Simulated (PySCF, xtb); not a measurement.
Ti(F)3(Cl)(NH3) (ClF3H3NTi), SMILES [NH3]->[Ti]([F])([F])([F])[Cl], multiplicity 1.

GFN2-xTB (xtb 6.7.1) at its own geometry gives an orbital gap of 3.53 eV and a dipole moment of 6.15 D.

Geometry: B3LYP-D3(BJ)/def2-SVP. The spin state was assumed, not searched.

**Question.** What does PBE/def2-TZVP in PySCF give? (The exact figures need the calculation; the answer reports its results.)

**Answer.** gap 3.99 eV (levels -7.64 and -3.66 eV), dipole 4.99 D.
